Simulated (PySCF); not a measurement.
SnBr4, SMILES [Br][Sn]([Br])([Br])[Br]. Atoms are numbered in the order given.

```xyz
5

Br    -1.4398    -1.4398     1.4398
Sn     0.0000     0.0000     0.0000
Br     1.4398    -1.4398    -1.4398
Br     1.4398     1.4398     1.4398
Br    -1.4398     1.4398    -1.4398
```
Charge 0, spin multiplicity 1.

Coordinates come from a PBE-D3(BJ)/def2-SVP optimisation. The isomer is the one that the SMILES or the coordinates give; other isomers of the formula were not compared. The def2 effective core potentials stand for the cores of Sn; spin–orbit coupling is left out.

Level of theory: PBE-D3(BJ)/def2-SVP in PySCF.

Frequencies are harmonic and unscaled.

Modes within 1.5 cm⁻¹ of each other (mostly degenerate sets) share a row, with their intensities summed.

```
mode  ν (cm⁻¹)  IR (km/mol)  moving atoms (share of kinetic energy)
----  --------  -----------  --------------------------------------
1–2         55          0.0                                Br 100 %
3–5         79          8.1                        Br 76 %, Sn 24 %
6          203          0.0                                Br 100 %
7–9        269        118.9                        Br 51 %, Sn 49 %
```
